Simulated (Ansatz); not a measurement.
`N[Si@@H]1C[Si@H]1[SiH3]` + `OC1=CS1` → `[SiH3]OC1=CS1` + `N[SiH]1C[SiH2]1`  (cleavage of the Si–Si bond)

Program: Ansatz. Geometries: PBE0-D4/def2-TZVP. ΔE: electronic, gas phase. CCSD(T)/CBS is the MP2 limit (def2-TZVPP, def2-QZVPP) plus CCSD(T) − MP2 in def2-TZVPP, frozen cores. Functionals use def2-TZVPP. B3LYP here is the variant with VWN-RPA as its local correlation; programs differ in this. Each species was taken in one conformer, which may not be the lowest.

```tsv
level	ΔE (kJ/mol)	difference from CCSD(T)/CBS
PBE-D4	-52.5	25.4
r2SCAN-D4	-68.6	9.3
PBE0-D4	-59.4	18.5
B2PLYP	-82.7	-4.8
r2SCAN	-68.8	9.1
PBE0	-59.5	18.4
B3LYP	-78.7	-0.8
HF/def2-TZVPP	-100.6	-22.7
MP2/def2-TZVPP	-85.0	-7.1
SCS-MP2/def2-TZVPP	-89.3	-11.4
CCSD/def2-TZVPP	-80.9	-3.0
HF/def2-QZVPP	-102.2	-24.3
MP2/def2-QZVPP	-85.7	-7.8
HF/CBS(def2)	-102.4	-24.5
MP2/CBS(def2)	-85.3	-7.4
CCSD/CBS(def2)	-81.2	-3.3
CCSD(T)/CBS	-77.9	0
```

Largest T1 diagnostic among the species: 0.013.

In def2-TZVPP, CCSD(T) changes the Hartree–Fock value by +23.0 kJ/mol (the triples alone add +3.3 kJ/mol) and MP2 by +15.6 kJ/mol. From PBE to PBE0 (25 % exact exchange), in def2-TZVPP and without D4, ΔE moves by −7.1 kJ/mol.
